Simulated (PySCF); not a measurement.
# Ligand-field analysis of Mn2+

The free ion Mn2+ in its d5 configuration.

Method (PySCF 2.14, density fitting): CASSCF(5,5) with orbitals averaged over all microstates of the shell, strongly contracted NEVPT2 on the averaged canonical orbitals; basis x2c-TZVPall; spin-free X2C; gas phase; spin-orbit coupling by state interaction with the mean-field operator over all roots.

## Spin-free states

```csv
2S+1,deg.,free-ion term,CASSCF / cm⁻¹,NEVPT2 / cm⁻¹
6,1,6S 1.00,0,0
4,9,4G 1.00,31659,29161
4,3,4P 1.00,36542,32144
4,5,4D 1.00,39440,35164
2,13,2I 1.00,45097,42344
2,5,2D 1.00,51304,45369
2,7,2F 1.00,52202,46526
4,7,4F 1.00,53216,47617
2,11,2H 1.00,55537,50665
2,9,2G 1.00,57324,51792
2,7,2F 1.00,61770,55207
2,1,2S 1.00,68440,60398
2,5,2D 1.00,75546,66895
2,9,2G 1.00,83327,74660
2,3,2P 1.00,102224,90205
2,5,2D 1.00,110228,97360
```

Energies are counted from the ground state at NEVPT2 level. Weights follow the labels.

## Ligand-field fit

```tsv
cm⁻¹	CASSCF	NEVPT2
B	1112	957
C	4109	3779
```

Spin-orbit constant ζ = 317 cm⁻¹.

## Spin-orbit levels

```json
{"E / cm⁻¹": "0.0", "deg.": "6", "J": "5/2", "make-up": "1.00 6S"}
{"E / cm⁻¹": "29143.0", "deg.": "6", "J": "5/2", "make-up": "1.00 4G"}
{"E / cm⁻¹": "29158.1", "deg.": "8", "J": "7/2", "make-up": "1.00 4G"}
{"E / cm⁻¹": "29162.9", "deg.": "12", "J": "11/2", "make-up": "1.00 4G"}
{"E / cm⁻¹": "29167.4", "deg.": "10", "J": "9/2", "make-up": "1.00 4G"}
{"E / cm⁻¹": "32054.1", "deg.": "6", "J": "5/2", "make-up": "0.97 4P"}
{"E / cm⁻¹": "32091.9", "deg.": "4", "J": "3/2", "make-up": "0.98 4P"}
{"E / cm⁻¹": "32132.4", "deg.": "2", "J": "1/2", "make-up": "0.99 4P"}
{"E / cm⁻¹": "35155.8", "deg.": "8", "J": "7/2", "make-up": "1.00 4D"}
```

Only the lowest levels are listed: 62 of 252 states.

## Magnetism

The lowest spin-orbit level is 6-fold with J = 5/2; the next lies at 29143.0 cm⁻¹. μeff is 5.92 μB at 300 K and 5.92 μB at 10 K; the spin-only value is 5.92 μB.

```
T / K  χT / cm³ K mol⁻¹  μeff / μB
    2             4.386       5.92
    5             4.386       5.92
   10             4.386       5.92
   20             4.386       5.92
   30             4.386       5.92
   50             4.386       5.92
   75             4.386       5.92
  100             4.386       5.92
  150             4.386       5.92
  200             4.386       5.92
  250             4.386       5.92
  300             4.386       5.92
```

Powder magnetisation at 2 K: 1.84 μB at 0.5 T, 3.13 μB at 1 T, 4.30 μB at 2 T, 4.70 μB at 3 T, 4.93 μB at 5 T, 4.99 μB at 7 T.

Measured levels beside the computed ones:

| level | computed / cm⁻¹ | measured / cm⁻¹ |
| --- | --- | --- |
| 6S J = 5/2 | 0 | 0 |
| 4G J = 11/2 | 29163 | 26824 |
| 4G J = 9/2 | 29167 | 26851 |
| 4G J = 5/2 | 29143 | 26858 |
| 4G J = 7/2 | 29158 | 26860 |
| 4P J = 5/2 | 32054 | 29168 |
| 4P J = 1/2 | 32132 | 29207 |
| 4P J = 3/2 | 32092 | 29241 |
| 4D J = 7/2 | 35156 | 32307 |

Source of the measured levels: Corliss and Sugar, J. Phys. Chem. Ref. Data 6, 1253 (1977).

The job took 6.1 s on one thread of Arm Neoverse V1 (shared host), with 48 basis functions, launched as `OMP_NUM_THREADS=1 python lf_run.py task.json out`.
